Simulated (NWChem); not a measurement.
System: CHClF2; SMILES C(F)(Cl)F

NWChem input:

```
start job
memory heap 200 mb stack 900 mb global 1100 mb
geometry units angstroms
  F     -0.144391     1.032874     1.079018
  C      0.364219     0.447702     0.000000
  F     -0.144391     1.032874    -1.079018
  Cl    -0.053378    -1.271320     0.000000
  H      1.461076     0.542661     0.000000
end
basis spherical
  * library sto-3g
end
dft
  xc hfexch
  iterations 150
end
driver
  maxiter 120
end
task dft optimize
task dft freq
```

NWChem printed, in part:

```
             Northwest Computational Chemistry Package (NWChem) 7.3.0
             --------------------------------------------------------

 CS  symmetry detected

                             Geometry "geometry" -> ""
                             -------------------------

 Output coordinates in angstroms (scale by  1.889725989 to convert to a.u.)

  No.       Tag          Charge          X              Y              Z
 ---- ---------------- ---------- -------------- -------------- --------------
    1 F                    9.0000    -0.14204313    -1.02871788     1.07901800
    2 C                    6.0000     0.36332721    -0.44074576     0.00000000
    3 F                    9.0000    -0.14204313    -1.02871788    -1.07901800
    4 Cl                  17.0000    -0.06375758     1.27594364     0.00000000
    5 H                    1.0000     1.46069194    -0.52964537     0.00000000

 Effective nuclear repulsion energy (a.u.)     168.4539071105

      Symmetry information
      --------------------

 Group name             Cs
 Group number              2
 Group order               2
 No. of unique centers     4

                                Z-matrix (autoz)
                                --------

 Units are Angstrom for bonds and degrees for angles

      Type          Name      I     J     K     L     M      Value
      ----------- --------  ----- ----- ----- ----- ----- ----------
    1 Stretch                  1     2                       1.32868
    2 Stretch                  2     3                       1.32868
    3 Stretch                  2     4                       1.76902
    4 Stretch                  2     5                       1.10096
    5 Bend                     1     2     3               108.60280
    6 Bend                     1     2     4               109.73110
    7 Bend                     1     2     5               110.08297
    8 Bend                     3     2     4               109.73110
    9 Bend                     3     2     5               110.08297
   10 Bend                     4     2     5               108.60218

  xc_inp: hfexch multiplicative factor not found.

                           NWChem Geometry Optimization
                           ----------------------------

 maximum gradient threshold         (gmax) =   0.000450
 rms gradient threshold             (grms) =   0.000300
 maximum cartesian step threshold   (xmax) =   0.001800
 rms cartesian step threshold       (xrms) =   0.001200
 fixed trust radius                (trust) =   0.300000
 source of zmatrix                         =   autoz

          -------------------
          Energy Minimization
          -------------------

 Using diagonal initial Hessian
 Scaling for Hessian diagonals: bonds = 1.00  angles = 0.25  torsions = 0.10

          --------
          Step   0

                                 NWChem DFT Module
                                 -----------------

 Summary of "ao basis" -> "ao basis" (spherical)
 ------------------------------------------------------------------------------
       Tag                 Description            Shells   Functions and Types
 ---------------- ------------------------------  ------  ---------------------
 F                           sto-3g                  3        5   2s1p
 C                           sto-3g                  3        5   2s1p
 Cl                          sto-3g                  5        9   3s2p
 H                           sto-3g                  1        1   1s

      Symmetry analysis of basis
      --------------------------

        a'         17
        a"          8

            General Information
            -------------------
          SCF calculation type: DFT
          Wavefunction type:  closed shell.
          No. of atoms     :     5
          No. of electrons :    42
           Alpha electrons :    21
            Beta electrons :    21
          Charge           :     0
          Spin multiplicity:     1
          Use of symmetry is: on ; symmetry adaption is: on
          Maximum number of iterations: 150
          AO basis - number of functions:    25
                     number of shells:    15
          Convergence on energy requested:  1.00D-06
          Convergence on density requested:  1.00D-05
          Convergence on gradient requested:  5.00D-04

              XC Information
              --------------
                     Hartree-Fock (Exact) Exchange  1.000

      Superposition of Atomic Density Guess
      -------------------------------------

 Sum of atomic energies:        -688.19926264

      Non-variational initial energy
      ------------------------------

[...]

      ----------------------
      Optimization converged
      ----------------------

  Step       Energy      Delta E   Gmax     Grms     Xrms     Xmax
  ---- ---------------- -------- -------- -------- -------- --------
@    4    -688.63602160 -3.7D-07  0.00003  0.00002  0.00072  0.00152
                                     ok       ok       ok       ok

                                Z-matrix (autoz)
                                --------

 Units are Angstrom for bonds and degrees for angles

      Type          Name      I     J     K     L     M      Value     Gradient
      ----------- --------  ----- ----- ----- ----- ----- ---------- ----------
    1 Stretch                  1     2                       1.36245   -0.00003
    2 Stretch                  2     3                       1.36245   -0.00003
    3 Stretch                  2     4                       1.84243    0.00001
    4 Stretch                  2     5                       1.11190    0.00001
    5 Bend                     1     2     3               109.16888   -0.00001
    6 Bend                     1     2     4               109.31268    0.00003
    7 Bend                     1     2     5               111.27260   -0.00002
    8 Bend                     3     2     4               109.31268    0.00003
    9 Bend                     3     2     5               111.27260   -0.00002
   10 Bend                     4     2     5               106.44049   -0.00000

                         Geometry "geometry" -> "geometry"
                         ---------------------------------

 Output coordinates in angstroms (scale by  1.889725989 to convert to a.u.)

  No.       Tag          Charge          X              Y              Z
 ---- ---------------- ---------- -------------- -------------- --------------
    1 F                    9.0000    -0.15496284    -1.05162133     1.11035943
    2 C                    6.0000     0.36942438    -0.46136730     0.00000000
    3 F                    9.0000    -0.15496284    -1.05162133    -1.11035943
    4 Cl                  17.0000    -0.06326439     1.32953185     0.00000000
    5 H                    1.0000     1.47994101    -0.51680514     0.00000000

 Effective nuclear repulsion energy (a.u.)     163.3863773395

      Symmetry information
      --------------------

 Group name             Cs
 Group number              2
 Group order               2
 No. of unique centers     4

                Final and change from initial internal coordinates
                --------------------------------------------------

                                Z-matrix (autoz)
                                --------

 Units are Angstrom for bonds and degrees for angles

[...]

 Rotational Constants
 --------------------
 A=   0.326154 cm-1  (  0.469252 K)
 B=   0.151195 cm-1  (  0.217531 K)
 C=   0.109821 cm-1  (  0.158004 K)

 Temperature                      =   298.15K
 frequency scaling parameter      =   1.0000

 Zero-Point correction to Energy  =   16.568 kcal/mol  (  0.026403 au)
 Thermal correction to Energy     =   18.892 kcal/mol  (  0.030106 au)
 Thermal correction to Enthalpy   =   19.484 kcal/mol  (  0.031050 au)

 Total Entropy                    =   67.071 cal/mol-K
   - Translational                =   39.250 cal/mol-K (mol. weight =  85.9735)
   - Rotational                   =   25.191 cal/mol-K (symmetry #  =        1)
   - Vibrational                  =    2.630 cal/mol-K

 Cv (constant volume heat capacity) =   10.845 cal/mol-K
   - Translational                  =    2.979 cal/mol-K
   - Rotational                     =    2.979 cal/mol-K
   - Vibrational                    =    4.886 cal/mol-K

[normal modes left out]

 ----------------------------------------------------------------------------
 Normal Eigenvalue ||           Projected Infra Red Intensities
  Mode   [cm**-1]  || [atomic units] [(debye/angs)**2] [(KM/mol)] [arbitrary]
 ------ ---------- || -------------- ----------------- ---------- -----------
    1       -0.000 ||    0.001156           0.027         1.127       0.429
    2       -0.000 ||    0.000049           0.001         0.048       0.018
    3       -0.000 ||    0.001298           0.030         1.266       0.481
    4       -0.000 ||    0.000891           0.021         0.868       0.330
    5       -0.000 ||    0.000256           0.006         0.250       0.095
    6        0.000 ||    0.000059           0.001         0.058       0.022
    7      364.923 ||    0.005995           0.138         5.844       2.223
    8      425.319 ||    0.001492           0.034         1.454       0.553
    9      601.219 ||    0.018336           0.423        17.875       6.798
   10      898.062 ||    0.102243           2.359        99.671      37.908
   11     1297.164 ||    0.071855           1.658        70.048      26.641
   12     1374.229 ||    0.025518           0.589        24.877       9.461
   13     1476.160 ||    0.118354           2.731       115.377      43.881
   14     1612.014 ||    0.055402           1.278        54.009      20.541
   15     3545.922 ||    0.001666           0.038         1.624       0.618
 ----------------------------------------------------------------------------
```

Level: Hartree-Fock/STO-3G.
